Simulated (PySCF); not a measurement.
SMILES C[Te][GeH3], PBE0/def2-SVP optimised geometry.

```
9

Te    -0.42    -1.05     0.00
C      1.75    -1.05     0.00
H      2.06    -2.10    -0.02
H      2.12    -0.57     0.91
H      2.12    -0.54    -0.90
Ge    -0.62     1.50     0.00
H     -2.12     1.83     0.00
H      0.04     2.10     1.26
H      0.05     2.10    -1.25
```

Density from PBE0/def2-TZVP, def2 effective core potentials past Kr (PySCF) at that geometry. The core electrons that the potentials of Te replace are not part of the density.

Minimum of the electron density along straight lines between bonded atoms, close to the bond critical point (lines longer than 1.1 times the sum of covalent radii, or with two minima, are not listed):

```tsv
bond	length / Å	ρ at the minimum / e bohr⁻³	∇²ρ there / e bohr⁻⁵	position (fraction from the first atom)
Te1–C2	2.166	0.111	?	0.52
C2–H3	1.098	0.273	-0.92	0.65
C2–H4	1.097	0.275	-0.93	0.65
C2–H5	1.097	0.275	-0.93	0.65
Te1–Ge6	2.556	?	-0.05	0.55
Ge6–H7	1.538	0.133	?	0.59
Ge6–H8	1.541	0.132	0.05	0.59
Ge6–H9	1.541	0.132	0.05	0.59
```

What belongs in the gaps?


- Te1–C2, ∇²ρ there / e bohr⁻⁵: -0.01
- Te1–Ge6, ρ at the minimum / e bohr⁻³: 0.080
- Ge6–H7, ∇²ρ there / e bohr⁻⁵: 0.06
